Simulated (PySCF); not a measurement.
A calculated (B2PLYP, PySCF 2.14, x2c-QZVPPall, the spin-free X2C one-electron Hamiltonian (Gaussian nucleus)) atom or ion has these occupied shells.

```csv
shell,electrons,orbital energy (eV),"rms radius, mean of both spins (bohr)"
1s α,1,-85676.2,0.0184
1s β,1,-85676.1,0.0184
2s α,1,-15342.8,0.0743
2s β,1,-15342.8,0.0743
2p α,3,-13261.9,0.0683
2p β,3,-13261.9,0.0683
3s α,1,-3707.4,0.190
3s β,1,-3707.3,0.190
3p α,3,-3100.2,0.192
3p β,3,-3100.2,0.192
3d α,5,-2439.8,0.176
3d β,5,-2439.8,0.176
4s α,1,-854.93,0.416
4s β,1,-854.80,0.416
4p α,3,-652.94,0.444
4p β,3,-652.87,0.444
4d α,5,-406.57,0.472
4d β,5,-406.53,0.472
5s α,1,-151.69,0.937
5s β,1,-151.40,0.937
4f α,7,-136.28,0.511
4f β,7,-136.23,0.511
5p α,3,-94.918,1.07
5p β,3,-94.757,1.07
5d α,5,-28.664,1.48
5d β,5,-28.227,1.48
6s α,1,-20.123,2.55
6p α,1,-11.400,3.35
```

Problem. Name the element and its charge.

Solution. Tl+ (thallium, charge +1), in [Xe] 4f14 5d10 6s1 6p1, high-spin 3P determinant (an excited configuration).
